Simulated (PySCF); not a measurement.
Structure problem from calculated spectra and properties.

Elements present: C, H, N, O and Si. Monoisotopic mass: 148.9785 u.

* UV, strongest line: among the 6 lowest singlet transitions: S6 at 7.37 eV (168 nm, f = 0.014) [TDDFT PBE0/def2-SVPD]
* Triplet: lowest triplet excitation (Tamm–Dancoff): 5.84 eV [TDA PBE0/def2-SVPD]
* 13C NMR: chemical shifts (computed TMS as zero) by class: 127.0 (1 C) ppm [GIAO PBE0/pcSseg-1]
* UV, first state: lowest singlet excitation: 6.52 eV (190 nm, f = 0.001) [TDDFT PBE0/def2-SVPD]
* Dipole: 2.77 D [PBE0/def2-SVPD]
* Polarisability: 91.6 au [PBE0/def2-SVPD]
* Rotational structure: rotational constants A, B, C: 1.682, 1.182, 0.740 GHz [GFN2-xTB]
* 1H NMR: chemical shifts (computed TMS as zero) by class: 5.37 (3 H), 5.22 (2 H), 4.96 (2 H) ppm [GIAO PBE0/pcSseg-1]
* NMR, other nuclei: isotropic shieldings of nuclei other than C and H, by class: -94 (1 N), 280 (1 O), 295 (1 O), 387 (1 Si), 395 (1 Si), 413 (1 Si) ppm [GIAO PBE0/pcSseg-1]

Electronic properties: PySCF, gas phase, density fitting. Levels stand in brackets. One conformer (not necessarily the lowest) at the GFN2-xTB geometry, without solvent, vibrations or thermal averaging. Each NMR value is the plain mean over a class of atoms that symmetry, rotation or inversion makes alike.

Q: Which formula fits the mass and the elements?

A: CH7NO2Si3 (calculated 148.9785). No other formula that holds each of these elements comes within 0.0003 u with a fitting electron parity and a possible valence count.

Q: What is the compound? Reason from the data.

A: Numbering: `[N:1]#[C:2][SiH2:3][O:4][SiH2:5][O:6][SiH3:7]`. Its formula, CH7NO2Si3, gives 2 degrees of unsaturation: 0 rings and 2 π bonds in the structure found. The one carbon: cyano carbon [C2] (127.0 ppm). Hydrogen classes from least to most shielded: 3 H on an oxygen-bound silicon, Si7 (5.37 ppm), 2 H on an oxygen-bound silicon, Si3 (5.22 ppm), 2 H on an oxygen-bound silicon, Si5 (4.96 ppm). The other shieldings belong to: -94 ppm, cyano nitrogen [N1]; 280 ppm, siloxane oxygen [O4]; 295 ppm, siloxane oxygen [O6]; 387 ppm, oxygen-bound silicon [Si7]; 395 ppm, oxygen-bound silicon [Si5]; 413 ppm, oxygen-bound silicon [Si3]. S1 is mainly HOMO→LUMO (weight 0.89); the largest Löwdin shares of the orbital it empties are 0.27 on a siloxane oxygen, 0.15 on an oxygen-bound silicon, 0.11 on an Si–H hydrogen and 0.11 on an oxygen-bound silicon, of the orbital it fills 0.27 on an oxygen-bound silicon, 0.23 on the cyano carbon, 0.21 on the cyano nitrogen and 0.07 on a siloxane oxygen. The optimised geometry has point group C1 and is an asymmetric top. Structure: `N#C[SiH2]O[SiH2]O[SiH3]`. The assignments are read from this structure; whether some other isomer fits the data as well wasn't checked.

The values belong to the conformer `[N:1]#[C:2][SiH2:3][O:4][SiH2:5][O:6][SiH3:7]`: C2–Si3–O4–Si5 44°, Si3–O4–Si5–O6 -9°, O4–Si5–O6–Si7 -14°.
